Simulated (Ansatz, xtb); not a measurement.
# H5OPSi2: which of two isomers lies lower

Structure I: `O1[SiH2]P[SiH2]1`, a singlet. Structure II: `[H]/P=[SiH]\O[SiH3]`, a singlet. Both are isolated molecules in the gas phase, relaxed with PBE0-D3(BJ)/def2-SVP; the shapes shown needn't be the lowest conformers.

I (Å):

```xyz
9

O    -1.4440    0.0191   -0.4292
P     1.2971    0.7667    0.3548
Si   -0.1929   -0.9587    0.1573
Si   -0.7110    1.5449   -0.4186
H     0.1996   -2.0192   -0.8139
H    -0.5646   -1.5798    1.4594
H     1.7671    0.5566   -0.9810
H    -0.6653    2.1606   -1.7753
H    -1.4013    2.4637    0.5293
```

II (Å):

```tsv
atom	x (Å)	y (Å)	z (Å)
O	-0.5621	0.0832	-1.6571
P	-0.1013	-1.5860	-4.5196
Si	-1.0234	-0.9311	-0.4055
Si	-0.1714	0.0448	-3.2542
H	0.0361	-1.9554	-0.1766
H	-2.3073	-1.6043	-0.7554
H	-1.1962	-0.0870	0.8067
H	0.1376	1.4392	-3.6574
H	-0.4991	-2.4230	-3.4227
```

Question: Which of the two would you expect CCSD(T)/def2-SVP + ΔMP2/def2-TZVPP electronic energies to favour?

Answer: Structure I; the calculation gives E(II) − E(I) = +0.855 eV.

The same difference at several levels:

```csv
level,geometry,E(II) − E(I) (eV),departure from the last row (eV),"job, with rough time for the two"
GFN2-xTB,GFN2-xTB,+0.108,−0.747,"optimisation, 1 s"
HF/STO-3G,GFN2-xTB,+2.350,+1.495,"single point, 1.4 s"
r2SCAN-D4/def2-SVP,GFN2-xTB,+0.847,−0.008,"single point, 9.6 s"
PBE0-D3(BJ)/def2-SVP,PBE0-D3(BJ)/def2-SVP,+0.984,+0.129,"optimisation, 4.6 min"
HF/def2-SVP,PBE0-D3(BJ)/def2-SVP,+0.767,−0.088,part of the CCSD(T) run
MP2/def2-SVP,PBE0-D3(BJ)/def2-SVP,+0.835,−0.021,part of the CCSD(T) run
CCSD(T)/def2-SVP,PBE0-D3(BJ)/def2-SVP,+0.755,−0.100,single point
CCSD(T)/def2-SVP + ΔMP2/def2-TZVPP,PBE0-D3(BJ)/def2-SVP,+0.855,,"single point, 62 s"
```

As drawn, II has 1 P=Si in place of 2 P–Si. Structure I has a 4-membered ring, II no ring.

None of the levels shown reverses the order. The largest departure from CCSD(T)/def2-SVP + ΔMP2/def2-TZVPP is that of HF/STO-3G, 1.495 eV. The last row adds to CCSD(T) the change of the MP2 difference between the two basis sets, here +0.100 eV.

With harmonic frequencies from PBE0-D3(BJ)/def2-SVP (ideal gas, rigid rotor, one conformer each, 298.15 K, 1 atm): on the last row, ΔE + ΔZPE = +0.808 eV. A mode under 50 cm⁻¹ makes harmonic enthalpies and free energies unreliable, so none is given.

The correlated steps freeze 16 core orbitals. Run with Ansatz 0.2.0, xtb 6.7.1; the last row on 1 thread of Intel(R) Xeon(R) Processor @ 2.50GHz (Skylake/Cascade Lake) on a shared host.
